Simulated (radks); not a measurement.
Results of a calculation; reference values are marked as such.
All-electron atom: Cs3+ in [Kr] 4d9.5 5s2 5p4 5d0.5 (fractional occupations, a model configuration).

Code: a radial shooting solver on a logarithmic mesh with Libxc functionals. Model: scalar-relativistic Kohn-Sham, BLYP, spin-polarised, spherical densities, finite nucleus; open shells are filled with parallel spins first (spin-orbit coupling, left out, can overturn this in heavy ions); Fermi nuclear charge, rms radius 4.8041 fm.

Energy parts (eV):
| part | energy |
|---|---|
| total | -211801.97 |
| kinetic | 223156.90 |
| electron-nucleus | -510713.70 |
| Hartree | 80965.29 |
| exchange-correlation | -5210.47 |

Orbitals (lengths in bohr, moments of r in powers of bohr; r(max) is where P^2 peaks):
\begin{tabular}{lrrrr}
orbital & occ. & eigenvalue (eV) & r(max) & <r^2> \\ \hline
1s up & 1 & -35839.08 & 0.01678 & 0.0009251 \\
1s down & 1 & -35838.96 & 0.01678 & 0.0009251 \\
2s up & 1 & -5653.315 & 0.09489 & 0.01483 \\
2s down & 1 & -5653.037 & 0.09488 & 0.01483 \\
2p up & 3 & -5075.784 & 0.07617 & 0.01177 \\
2p down & 3 & -5075.515 & 0.07617 & 0.01177 \\
3s up & 1 & -1203.992 & 0.2725 & 0.1022 \\
3s down & 1 & -1203.787 & 0.2725 & 0.1022 \\
3p up & 3 & -1018.147 & 0.2666 & 0.1023 \\
3p down & 3 & -1017.914 & 0.2666 & 0.1022 \\
3d up & 5 & -745.2494 & 0.2203 & 0.08835 \\
3d down & 5 & -744.9535 & 0.2203 & 0.08833 \\
4s up & 1 & -255.7495 & 0.6415 & 0.5413 \\
4s down & 1 & -254.9036 & 0.6416 & 0.5412 \\
4p up & 3 & -196.0783 & 0.6713 & 0.6162 \\
4p down & 3 & -195.2379 & 0.6714 & 0.6159 \\
4d up & 5 & -109.0780 & 0.7170 & 0.7953 \\
4d down & 4.5 & -108.1951 & 0.7172 & 0.7919 \\
5s up & 1 & -56.8961 & 1.501 & 3.029 \\
5s down & 1 & -55.0106 & 1.493 & 3.029 \\
5p up & 3 & -41.9736 & 1.685 & 3.952 \\
5p down & 1 & -40.0580 & 1.682 & 4.014 \\
5d up & 0.5 & -22.8679 & 2.200 & 7.243 \\
5d down & 0 & -21.4286 & 2.252 & 7.798 \\
\end{tabular}

The highest occupied level is 5d up at -22.868 eV. Spin moment in Bohr magnetons: 3. Summed over all electrons, <r^2> = 39.67 bohr^2, which gives a Langevin (diamagnetic) susceptibility term of -31.4 x 10^-6 cm^3/mol.
